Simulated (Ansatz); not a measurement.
`O=C=[N][In]([Cl])[Cl]` + H₂ → `[Cl][InH][Cl]` + `N=C=O`  (hydrogenolysis of the In–N bond)

Program: Ansatz. Geometries: PBE0-D4/def2-TZVP. ΔE: electronic, gas phase. CCSD(T)/CBS adds triple-zeta CCSD(T) − MP2 to the extrapolated MP2 energy (def2 sets, frozen cores). This one scheme is used for every species. Functionals use def2-TZVPP. def2 core potentials past Kr. For In outer-core shells are correlated without core-valence functions, which leaves a few kJ/mol of doubt a bond. One conformer a species, not always the lowest.

CCSD(T)/CBS gives +0.32 eV.

Task: Another level gave +0.19 eV. Which?
A. LC-ωPBE/def2-TZVPP
B. PBE/def2-TZVPP
C. CCSD/def2-TZVPP
D. r2SCAN0-D4/def2-TZVPP

Result: D. r2SCAN0-D4 0.19, CCSD/def2-TZVPP 0.25, LC-ωPBE 0.15, PBE 0.09 eV.

Largest T1 diagnostic among the species: 0.018.

Leaving LDA and LC-ωPBE aside and taking each functional with its dispersion term where it has one, the values, not all of them listed here, spread over 0.12 eV, from B97M-V to PBE-QIDH. LDA lies −0.09 eV from PBE without D4. The D4 term adds +0.09 eV with B3LYP and +0.05 eV with PBE0; it sums over pairs of atoms, weighted by their polarisabilities, and B3LYP, whose exchange is more repulsive, gets the larger term.

B3LYP here is the variant with VWN-RPA as its local correlation; programs differ in this.
